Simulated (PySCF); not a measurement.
Geometry:
| atom | x (Å) | y (Å) | z (Å) |
| --- | --- | --- | --- |
| O1 | 3.064 | -0.464 | 0.195 |
| C2 | 2.227 | 0.310 | -0.192 |
| C3 | 0.768 | 0.104 | -0.038 |
| C4 | 0.288 | -1.048 | 0.595 |
| C5 | -1.081 | -1.236 | 0.736 |
| C6 | -1.979 | -0.283 | 0.251 |
| C7 | -1.484 | 0.856 | -0.375 |
| F8 | -2.340 | 1.763 | -0.836 |
| C9 | -0.120 | 1.066 | -0.527 |
| H10 | 2.511 | 1.263 | -0.709 |
| H11 | 1.013 | -1.777 | 0.965 |
| H12 | -1.466 | -2.132 | 1.229 |
| H13 | -3.059 | -0.408 | 0.349 |
| H14 | 0.238 | 1.972 | -1.024 |

PySCF 2.14.0 with density-fitted response routines calculation with geometry: PBE0-D3(BJ)/def2-SVP, KT3/pcSseg-1 with gauge-including orbitals and spin–spin couplings from B3LYP/pcJ-1 (spin–dipole term only in couplings to heteroatoms); no relativistic terms, single conformer, no solvent.

**Question.** List the cross peaks expected in HSQC, COSY and HMBC spectra.

**Answer.** 

HSQC (one-bond C–H):
| δH | δC | $^{1}J$(C,H) (Hz) |
| --- | --- | --- |
| 9.59 (H10) | 176.4 (C2) | 179 |
| 7.78 (H11) | 115.7 (C4) | 176 |
| 7.31 (H12) | 123.8 (C5) | 170 |
| 7.05 (H13) | 115.4 (C6) | 171 |
| 6.95 (H14) | 113.2 (C9) | 169 |

COSY cross peaks (|J| ≥ 2 Hz):
| δH | δH | abs. J (Hz) | bonds |
| --- | --- | --- | --- |
| 7.78 (H11) | 7.31 (H12) | 8.7 | 3 |
| 7.31 (H12) | 7.05 (H13) | 9.1 | 3 |
| 7.05 (H13) | 6.95 (H14) | 2.4 | 4 |

HMBC (two and three bonds, |J| ≥ 2.5 Hz):
| δH | δC [abs. J in Hz] |
| --- | --- |
| 9.59 (H10) | 130.0 (C3) [27.5], 115.7 (C4) [2.9] |
| 7.78 (H11) | 176.4 (C2) [4.0], 123.8 (C5) [2.5], 115.4 (C6) [9.1], 113.2 (C9) [7.3] |
| 7.31 (H12) | 159.6 (C7) [11.1], 130.0 (C3) [8.6] |
| 7.05 (H13) | 159.6 (C7) [4.5], 115.7 (C4) [8.1], 113.2 (C9) [4.7] |
| 6.95 (H14) | 176.4 (C2) [7.3], 159.6 (C7) [4.7], 115.7 (C4) [6.4], 115.4 (C6) [4.4] |

Referencing at the same level of theory: TMS for $^{1}$H and $^{13}$C.

Short H···H contacts in this conformer between protons four or more bonds apart (candidates for NOE cross peaks, intensity ∝ r⁻⁶): H10···H14 2.40 Å.

Common functionals overestimate the size of one-bond C–F couplings by tens of Hz; these are unscaled. Unscaled 3J(H,H) at this level run about 10 % above measured values. Shifts are as computed, not scaled to solution data. Of 1211 compounds with measured shifts, 218 miss one by over three times the rms of a fit or turn the order of signals round; such compounds aren't used in these exercises.
